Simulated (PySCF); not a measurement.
Species: arsenate(V) anion, AsO4 (charge -3).
Z-matrix (Å and degrees, PBE0-D3(BJ)/def2-SVP geometry), rows numbered from 1:
```
O 
As  1  1.7256
O   2  1.7256  1  109.41
O   2  1.7257  1  109.49  3   119.99
O   2  1.7256  1  109.44  3  -120.00
```

Method: PySCF 2.14.0, PBE0-D3(BJ)/def2-SVP geometry optimisation, gas phase.

Masses are those of the commonest isotopes; rigid-rotor values at the optimised geometry. 

Q: What are A, B and C (MHz)?

A: Ia = 126.97, Ib = 126.99, Ic = 127.08 u·Å²; 505379 MHz·u·Å²/I gives A = 3980, B = 3980, C = 3977 MHz.

Q: Classify the top.

A: A spherical top, as the point group Td requires three equal moments; the computed ones differ by 0.09 % because the geometry is symmetric only within the optimiser's tolerance.

The point group Td allows no dipole (computed: 0.01 D (about the centre of mass, as the species is charged)), so a rigid rotor has no electric-dipole lines.

Q: Estimate the classical rotational partition function at 10 K, 25 K and 50 K.

A: Point group Td, symmetry number σ = 12; q = (√π/σ)·√((kT/h)³/(ABC)), k/h = 20836.6 MHz/K: 56.0 at 10 K, 221 at 25 K, 626 at 50 K.

Not checked by PBE0-D3(BJ)/def2-SVP frequencies. Whether so highly charged an anion holds all its electrons in the gas phase wasn't checked; a finite basis holds them in any case. No counter-ion or solvent screens the charge of this multiply charged ion. The geometry's basis has no diffuse functions, a weakness for an anion. Zero-point vibration and centrifugal distortion are left out.
